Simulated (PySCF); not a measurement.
A PySCF script (with the pyscf-properties extension) for the NMR shieldings of SMILES [P@@H+]1(CSC)C(F)=C1[SiH3], [C$_{4}$H$_{9}$FPSSi]+, on a GFN2-xTB geometry:

```python
import basis_set_exchange as bse
import numpy as np
from pyscf import gto, dft
from pyscf.prop import nmr

atoms = """
C     3.009735   -1.187352    0.062413
S     1.405279   -1.146314    0.902522
C     0.995976    0.592706    0.678000
P     0.060133    0.714488   -0.952991
C    -1.587658    1.608507   -1.150447
F    -1.998694    2.631312   -1.804931
C    -1.713164    0.628813   -0.314954
Si   -2.969747   -0.320111    0.824570
H     2.903576   -0.823477   -0.956741
H     3.330355   -2.224465    0.053416
H     3.725393   -0.588623    0.617602
H     1.900461    1.198780    0.641712
H     0.348337    0.931323    1.485767
H     0.071781   -0.582597   -1.456093
H    -2.090017   -1.119444    1.670691
H    -3.745202   -1.075919   -0.149700
H    -3.653544    0.774403    1.501137
"""
names = dict.fromkeys(["C", "S", "P", "F", "Si", "H"], "pcSseg-1")
basis = {el: gto.basis.parse(bse.get_basis(n, elements=[el], fmt="nwchem")) for el, n in names.items()}
mol = gto.M(atom=atoms, basis=basis, charge=1, verbose=0)
mf = dft.RKS(mol, xc="PBE0")
mf.grids.level = 2
mf.grids.alignment = dft.numint.BLKSIZE   # the property module wants whole blocks of grid points
mf.conv_tol = 1e-9
mf.kernel()

calc = nmr.RKS(mf)   # GIAO
C = mf.mo_coeff
Co = C[:, mf.mo_occ > 0]
resp = mf.gen_response(singlet=True, hermi=2)
def vind(x):   # induced exchange potential for any number of trial vectors
    d = np.einsum("pi,xij,qj->xpq", C, 2 * x.reshape(-1, C.shape[1], Co.shape[1]), Co, optimize=True)
    return np.einsum("xpq,pi,qj->xij", resp(d - d.transpose(0, 2, 1)), C, Co, optimize=True).ravel()
mo1, _ = nmr.rhf.solve_mo1(calc, with_cphf=vind)
sigma = calc.kernel(mo1)
for i, s in enumerate(sigma):   # ppm
    w = np.linalg.eigvalsh((s + s.T) / 2)
    print("%2d %-2s iso %8.1f  s11 %8.1f  s22 %8.1f  s33 %8.1f" % (i, mol.atom_pure_symbol(i), w.mean(), *w))
```

Question: Give the expected output.

Answer: 
```
 0 C  iso    161.8  s11    139.7  s22    159.1  s33    186.7
 1 S  iso    462.7  s11    291.0  s22    416.0  s33    681.2
 2 C  iso    129.4  s11     82.5  s22    145.1  s33    160.5
 3 P  iso    484.0  s11    176.4  s22    389.9  s33    885.8
 4 C  iso     23.4  s11    -79.6  s22     16.4  s33    133.5
 5 F  iso    270.6  s11    187.5  s22    264.6  s33    359.6
 6 C  iso    103.1  s11    -14.6  s22    138.1  s33    185.8
 7 Si iso    428.9  s11    415.6  s22    432.7  s33    438.4
 8 H  iso     29.8  s11     24.3  s22     29.2  s33     36.1
 9 H  iso     29.0  s11     23.7  s22     25.4  s33     38.0
10 H  iso     29.0  s11     23.7  s22     26.4  s33     36.8
11 H  iso     27.8  s11     22.6  s22     27.2  s33     33.6
12 H  iso     28.0  s11     22.8  s22     27.5  s33     33.9
13 H  iso     26.6  s11     20.6  s22     25.8  s33     33.4
14 H  iso     27.0  s11     22.1  s22     27.8  s33     31.1
15 H  iso     26.7  s11     23.3  s22     24.7  s33     32.2
16 H  iso     26.7  s11     22.7  s22     25.1  s33     32.2
```

These numbers come from an equivalent density-fitted implementation of the same equations, which agrees with the script to about 0.01 ppm for H and up to a few tenths of a ppm for heavy atoms, so last digits may differ.

Question: Turn these shieldings into chemical shifts. Shifts are taken against calculated references (same method and geometry level): ¹³C (186.93 ppm), ²⁹Si (349.16 ppm), ¹H (31.72 ppm) against TMS; CS2 for ³³S (503.73 ppm); ³¹P (318.38 ppm) vs H3PO4; CFCl3 for ¹⁹F (170.95 ppm).

Answer: Averaging equivalent atoms: C 4: 163.5; C 6: 83.8; C 2: 57.5; C 0: 25.1; S 1: 41; P 3: -165.6; F 5: -99.6; Si 7: -79.7; H 13: 5.10; H 14/15/16: 4.92; H 11: 3.95; H 12: 3.67; H 8/9/10: 2.44 ppm. Unscaled 19F shifts against computed CFCl3 carry errors that often reach 10 to 50 ppm. Experimental scales use liquid or dissolved standards, which lie at an offset from isolated H3PO4.

Size and cost of the density-fitted run: 202 basis functions, about 100 core-seconds.
